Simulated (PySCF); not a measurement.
Compound: C5H5O3 (doublet state).
Cartesian coordinates in Å at the GFN2-xTB level; atoms count from 1:
```
atom  x, y, z in Å
C1    -2.612    0.517   -0.297
O2    -1.764   -0.523   -0.211
C3    -0.452   -0.375   -0.279
C4     0.368   -1.444   -0.193
O5     1.748   -1.350   -0.258
C6     2.192   -0.063   -0.419
C7     1.395    0.992   -0.505
O8     0.009    0.925   -0.443
H9    -2.257    1.519   -0.419
H10   -3.643    0.246   -0.221
H11    0.007   -2.446   -0.067
H12    3.264    0.002   -0.468
H13    1.741    2.001   -0.632
```

The hyperfine couplings belong to this conformer and change with its torsions.

Identity: `[CH2]OC1=COC=CO1` [radical].

Method used: UKS B3LYP, pcH-1 on C H O, non-relativistic, mean-field spin-orbit, GIAO (PySCF 2.14.0). The structure is a single GFN2-xTB conformer in the gas phase; no vibrational or solvent corrections. A GFN2-xTB geometry isn't a minimum of the functional, and hyperfine couplings can be far from their values at a DFT geometry. Stability of the SCF solution: not tested.

Principal values of hyperfine tensors in MHz (contact and dipolar terms together), for some of the nuclei:

```tsv
atom	isotope	A1	A2	A3
C1	13C	3.57	5.83	230.59
H9	1H	-99.27	-62.63	-27.06
H10	1H	-97.82	-61.85	-25.81
C3	13C	-33.60	-11.71	-7.43
C4	13C	1.61	2.27	46.74
O2	17O	-69.28	9.50	11.60
H11	1H	-17.63	-13.48	-6.11
O5	17O	-10.69	0.85	1.67
```

(1) Split each tensor into its isotropic and traceless parts, and turn a_iso into mT with g = 2.0031.

(2) What spin density at the nucleus of H11 lies behind its contact coupling (g_N = 5.58569)?

(3) O8 (17O, g_N = -0.75752) isn't in the table. Its spin density at the nucleus is -0.003664 bohr⁻³. What is its contact coupling?

(4) Name the largest traceless tensor T of the table and describe it.

(5) In a single crystal, with the field along each principal axis of the tensor of C1 in turn, what first-order splitting does this nucleus give (isotropic g, quadrupole terms neglected)?

Answers

(1) a_iso is a third of the trace, T = A − a_iso, and a(mT) = a(MHz)/(g × 13.996).

```csv
atom,a_iso (MHz),a_iso (mT),T1,T2,T3
C1,80.00,2.853,-76.43,-74.17,150.59
H9,-62.99,-2.247,-36.28,0.35,35.93
H10,-61.83,-2.205,-36.00,-0.02,36.02
C3,-17.58,-0.627,-16.02,5.87,10.15
C4,16.87,0.602,-15.26,-14.61,29.87
O2,-16.06,-0.573,-53.22,25.56,27.66
H11,-12.41,-0.442,-5.22,-1.08,6.30
O5,-2.72,-0.097,-7.97,3.57,4.39
```

(2) a_FC = 800.24 MHz bohr³ × g_N × ρ(0)/(2S). With a_FC = -12.41 MHz and 2S = 1, ρ(0) = -0.002775 bohr⁻³. In magnitude that is 0.9 % of the 1/π = 0.318 of a free hydrogen atom.

(3) By the same relation, a_FC = 2.22 MHz. Its full tensor has the principal values 0.47, 1.36, 4.83 MHz.

(4) C1: -76.4, -74.2, 150.6 MHz, axial, in the ratio −1:−1:+2, the form that spin in one p orbital centred on that nucleus gives.

(5) 2 lines (I = 1/2), spaced by |A_i|/(g × 13.996): 0.13, 0.21, 8.22 mT along the axes of A1, A2 and A3.

Hardware: an Arm Neoverse V2 with one thread, shared host. Cost: 49 s (with the writing of density and orbital grids), 0.90 GiB resident at most.
